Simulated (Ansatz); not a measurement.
The same path of BrH + F2H4Si2 (10 atoms, charge 0, multiplicity 1) was run 3 times with different band settings. Lost on the way: Si1–F2, Br9–H10. Made: Si1–Br9, F2–H10.

All numbers below come from RKS revPBE-D4/def2-SVP (Ansatz 0.2.0).

Relaxed end points:

```xyz
10
Properties=species:S:1:pos:R:3
Si 0.127 0.063 -0.225
F 0.015 -0.229 1.401
Si 2.407 -0.012 -0.806
H 2.947 -1.386 -0.517
H 2.555 0.291 -2.272
H 3.149 1.013 0.007
F -0.437 1.581 -0.467
H -0.792 -0.900 -0.913
Br -3.361 -0.116 1.939
H -1.927 -0.188 2.065
```

```xyz
10
Properties=species:S:1:pos:R:3
Si -0.519 0.185 -0.637
F 0.290 -1.359 1.692
Si 1.825 0.172 -0.359
H 2.334 -1.239 -0.429
H 2.424 0.977 -1.484
H 2.181 0.815 0.948
F -0.932 1.122 -1.924
H -1.232 -1.122 -0.802
Br -1.455 1.205 1.186
H -0.233 -0.638 2.019
```

Common settings: climbing image yes; spring 5.0 eV/Å²; optimiser quadratic models (default); force threshold 0.05 eV/Å; iteration limit 60; end points relaxed.

| run | movable images | start path |
| --- | --- | --- |
| 1 | 9 | through a guess of the saddle point |
| 2 | 3 | through a guess of the saddle point |
| 3 | 9 | straight line |

Problem. What does each run give, and how far can it be trusted?

Solution. Run 1: converged after 21 iterations, highest image 1.249 eV above the first end. A vibrational analysis at the climbing image gives one clearly imaginary mode, 427i cm⁻¹: a first-order saddle point.
Run 2: converged after 27 iterations, highest image 1.248 eV above the first end. Another band between the same ends (9 images) ends at a top of the same energy, where a vibrational analysis finds 1 clearly imaginary mode. So few images can step over the top or miss a turn of the path.
Run 3: converged after 16 iterations, highest image 1.248 eV above the first end. Another band between the same ends (9 images) ends at a top of the same energy, where a vibrational analysis finds 1 clearly imaginary mode.
The orbitals stay closed-shell, which can raise the energy where a bond breaks towards radicals; this wasn't checked here.
